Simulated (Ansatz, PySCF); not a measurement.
Gas-phase reaction (SMILES): N[Si](N)(N)O → [NH][Si](N)(N)O + H atom; the H-N bond at the site shown breaks (other sites are not compared here).

Each molecule is optimised on its own at B3LYP-D3(BJ)/def2-TZVP (Ansatz, a program for electronic structure), one conformer each, not searched for the lowest. Valence correlation only, unless marked. UHF or UKS for open shells. No spin-orbit coupling. No relativistic terms. CBS(X,Y): correlation extrapolated as X^-3; Hartree-Fock from the larger set. Thermal terms are rigid-rotor harmonic-oscillator values from B3LYP-D3(BJ) frequencies (PySCF) at 298.15 K and 1 atm. 1 Eh = 627.5095 kcal/mol. Atoms have translation alone. Electronic entropy comes from spin alone.

```json
[
 {"species": "N[Si](N)(N)O", "E, CCSD(T)/CBS(cc-pV(T+d)Z,cc-pV(Q+d)Z) (Ansatz) (Eh)": "-532.73113", "E, PBE-D3(BJ)/def2-TZVPD (Ansatz + dftd3) (Eh)": "-533.04512", "H - E (Eh)": "0.10285", "G - E (Eh)": "0.06339"},
 {"species": "[NH][Si](N)(N)O", "E, CCSD(T)/CBS(cc-pV(T+d)Z,cc-pV(Q+d)Z) (Ansatz) (Eh)": "-532.03994", "E, PBE-D3(BJ)/def2-TZVPD (Ansatz + dftd3) (Eh)": "-532.36559", "H - E (Eh)": "0.08873", "G - E (Eh)": "0.04755"},
 {"species": "H atom", "E, CCSD(T)/CBS(cc-pV(T+d)Z,cc-pV(Q+d)Z) (Ansatz) (Eh)": "-0.49995", "E, PBE-D3(BJ)/def2-TZVPD (Ansatz + dftd3) (Eh)": "-0.49962", "H - E (Eh)": "0.00236", "G - E (Eh)": "-0.01065"}
]
```

Task: Work out ΔE and ΔH, ΔG, ΔS and the equilibrium constant at 298.15 K at the first level, then ΔH at the second.

Result: 
1. ΔE = [(-532.03994) + (-0.49995)] - [(-532.73113)] = 0.19124 Eh = 120.0 kcal/mol at CCSD(T)/CBS(cc-pV(T+d)Z,cc-pV(Q+d)Z).
2. The terms H - E add up to -0.01176 Eh, so ΔH = (0.19124 + (-0.01176))×627.5095 = 112.6 kcal/mol.
3. The terms G - E add up to -0.02649 Eh, so ΔG = 103.4 kcal/mol, and ΔS = (-0.01176 - (-0.02649))×627509.5/298.15 = 31.0 cal/(mol K).
4. log10 K = -ΔG/(RT ln 10) = -75.8, with RT ln 10 = 1.3642 kcal/mol.
5. With ΔH and ΔS taken as constant, ΔG changes sign near ΔH/ΔS = 3630 K, a rough figure that leaves out heat capacities.
6. At PBE-D3(BJ)/def2-TZVPD the same steps give ΔE = 112.9 and ΔH = 105.5 kcal/mol, a shift of -7.1 from the first level.
7. These values are not checked against measurement here, since the tables used lack a sound gas-phase enthalpy of formation for at least one species.
